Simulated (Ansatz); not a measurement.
Start from `[NH]=[W](=[NH])([NH2])[Cl]` and change one element to get `[NH]=[Mo](=[NH])([NH2])[Cl]`.

Ansatz, PBE0-D4/def2-TZVP geometries, multiplicity 1. Each molecule was computed in one conformer, which needn't be the lowest.

Elements past krypton have def2 core potentials.

```
                                                                                  property  `[NH]=[W](=[NH])([NH2])[Cl]`
                                            zero-point energy (PBE0-D4/def2-TZVP) / kJ/mol                         145.4
                                                       HOMO–LUMO gap (PBE/def2-TZVPP) / eV                          4.48
                                                        LUMO energy (PBE0/def2-TZVPP) / eV                         -1.13
                                                         LUMO energy (PBE/def2-TZVPP) / eV                         -1.90
                                                       LUMO energy (B3LYP/def2-TZVPP) / eV                         -1.34
ideal-gas entropy at 298 K and 1 bar (rigid rotor, harmonic PBE0-D4/def2-TZVP) / J/(mol·K)                           360
```

**Question.** What does the change do to each property? (An estimate is asked.)

**Answer.** Ansatz gave: 
| property | `[NH]=[Mo](=[NH])([NH2])[Cl]` | shift |
| --- | --- | --- |
| zero-point energy (PBE0-D4/def2-TZVP) / kJ/mol | 144.4 | -1.0 |
| HOMO–LUMO gap (PBE/def2-TZVPP) / eV | 4.05 | -0.43 |
| LUMO energy (PBE0/def2-TZVPP) / eV | -1.62 | -0.49 |
| LUMO energy (PBE/def2-TZVPP) / eV | -2.35 | -0.45 |
| LUMO energy (B3LYP/def2-TZVPP) / eV | -1.83 | -0.49 |
| ideal-gas entropy at 298 K and 1 bar (rigid rotor, harmonic PBE0-D4/def2-TZVP) / J/(mol·K) | 356 | -4 |

B3LYP here is the variant with VWN-RPA as its local correlation; programs differ in this.
